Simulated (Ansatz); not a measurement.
Consider the formal exchange of groups at a C–C bond: `CCCCCSC` + `BC=C` → `B/C=C/CC` + `CCCSC`.

Isolated molecules relaxed with PBE0-D4/def2-TZVP in Ansatz; ΔE leaves out vibrations. CBS: MP2 limit from def2 TZ/QZ plus the TZ coupled-cluster correction, frozen cores. Functionals use def2-TZVPP. B3LYP here is the variant with VWN-RPA as its local correlation; programs differ in this. Each species was taken in one conformer, which may not be the lowest.

```tsv
level	ΔE (kcal/mol)	difference from CCSD(T)/CBS
PBE-D4	-6.4	-1.9
r2SCAN-D4	-6.3	-1.8
PBE0-D4	-6.0	-1.5
B3LYP-D4	-5.8	-1.3
ωB97M-V	-4.9	-0.4
B2PLYP	-5.9	-1.4
PBE	-7.0	-2.5
r2SCAN	-6.6	-2.1
PBE0	-6.6	-2.1
B3LYP	-6.7	-2.2
MP2/def2-TZVPP	-5.0	-0.5
SCS-MP2/def2-TZVPP	-4.8	-0.3
MP2/def2-QZVPP	-5.0	-0.5
SCS-MP2/def2-QZVPP	-4.9	-0.4
HF/CBS(def2)	-5.8	-1.3
CCSD/CBS(def2)	-4.5	0.0
CCSD(T)/CBS	-4.5	0
```

Largest T1 diagnostic among the species: 0.011.

The D4 term adds +0.9 kcal/mol with B3LYP and +0.6 kcal/mol with PBE0; it sums over pairs of atoms, weighted by their polarisabilities, and B3LYP, whose exchange is more repulsive, gets the larger term. In def2-TZVPP, CCSD(T) changes the Hartree–Fock value by +1.4 kcal/mol (the triples alone add +0.0 kcal/mol) and MP2 by +0.8 kcal/mol.

CCSD(T)/CBS has its own doubt, a few kJ/mol and more with outer-core shells, so smaller differences from it don't rank the levels.
